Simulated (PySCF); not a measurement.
A structure optimised at PBE0-D3(BJ)/def2-SVP, used in a PySCF frequency run:

```xyz
14

C      2.6272     1.5202    -0.2908
Si     1.6578    -0.0145     0.1720
N      0.0586     0.4222     0.7470
Si    -1.4382    -0.2234     0.2477
O     -1.2531    -1.8506     0.0429
F     -1.9253     0.3512    -1.1961
H      2.1090     2.0847    -1.0808
H      2.7569     2.1851     0.5780
H      3.6307     1.2514    -0.6567
H      1.4567    -0.8987    -1.0117
H      2.4163    -0.7716     1.2176
H      0.0088     1.1495     1.4549
H     -2.4966     0.1572     1.2126
H     -1.7768    -2.2593    -0.6523
```

### Question
Write its SMILES and formula.

### Answer
C[SiH2]N[Si@H](O)F, CH8FNOSi2

### Question
What are its rotational constants (standard atomic weights)?

### Answer
4.2143, 1.1848, 1.0654 GHz
